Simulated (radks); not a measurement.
The nuclear charge of neutral caesium is varied continuously with 55 electrons held in [Xe] 6s1. Method: scalar-relativistic Kohn-Sham, PBEsol, spin-polarised, spherical densities, point nucleus; open shells are filled with parallel spins first (spin-orbit coupling, left out, can overturn this in heavy ions); computed with a radial shooting solver on a logarithmic mesh with Libxc functionals. By the Hellmann-Feynman theorem dE/dZ = E(electron-nucleus)/Z, the electronic potential at the nucleus. The scalar-relativistic energy here is not variational (the density holds large components alone), so the two differ by a part that grows with Z.

| Z | E (hartree) | E(electron-nucleus)/Z (hartree) | HOMO | e(HOMO) (eV) | <r> HOMO (bohr) |
|---|---|---|---|---|---|
| 54.8 | -7715.1933 | -340.805 | 6s | -1.405 | 6.067 |
| 54.9 | -7749.4579 | -341.675 | 6s | -1.835 | 5.795 |
| 55 | -7783.8103 | -342.545 | 6s | -2.290 | 5.566 |
| 55.1 | -7818.2507 | -343.415 | 6s | -2.769 | 5.367 |
| 55.2 | -7852.7791 | -344.284 | 6s | -3.269 | 5.194 |
| 55.3 | -7887.3953 | -345.154 | 6s | -3.789 | 5.039 |
| 55.4 | -7922.0994 | -346.023 | 6s | -4.328 | 4.900 |
| 55.5 | -7956.8915 | -346.893 | 6s | -4.885 | 4.774 |
| 55.6 | -7991.7715 | -347.763 | 6s | -5.459 | 4.659 |
| 55.7 | -8026.7395 | -348.632 | 6s | -6.050 | 4.554 |
| 55.8 | -8061.7955 | -349.502 | 6s | -6.657 | 4.456 |
| 55.9 | -8096.9394 | -350.372 | 6s | -7.279 | 4.365 |
| 56 | -8132.1714 | -351.243 | 6s | -7.917 | 4.280 |

The central difference of E at Z = 55 is -343.964 hartree, to compare with the third column; the second derivative is -8.79 hartree.
